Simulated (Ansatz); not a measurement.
Computed with Ansatz on PBE0-D4/def2-TZVP structures; ΔE is electronic, products minus reactants. CCSD(T)/CBS adds triple-zeta CCSD(T) − MP2 to the extrapolated MP2 energy (def2 sets, frozen cores). This one scheme is used for every species. For Ge outer-core shells are correlated without core-valence functions, which leaves a few kJ/mol of doubt a bond. Scalar relativity is left out up to krypton. Each species was taken in one conformer, which may not be the lowest.

Consider the ligand exchange at a Ge–N bond: `C[N](C)[Ge]([F])([F])[F]` + HCl → `[F][Ge]([F])([F])[Cl]` + dimethylamine.

```tsv
level	ΔE (eV)
HF/def2-QZVPP	-0.46
MP2/def2-QZVPP	-0.28
```

(1) What does CCSD(T)/CBS give? (Estimate.)

Largest T1 diagnostic among the species: 0.012.

Results:

(1) Ansatz gave: -0.28 eV. The listed levels differ from it by -0.18, 0.00 eV.

Leaving LDA and LC-ωPBE aside and taking each functional with its dispersion term where it has one, the values, not all of them listed here, spread over 0.15 eV, from B97M-V to CAM-B3LYP-D4. LDA lies +0.15 eV from PBE without D4. At CCSD(T), def2-SVP lies +0.04 eV from the extrapolated value and def2-TZVPP −0.01 eV.
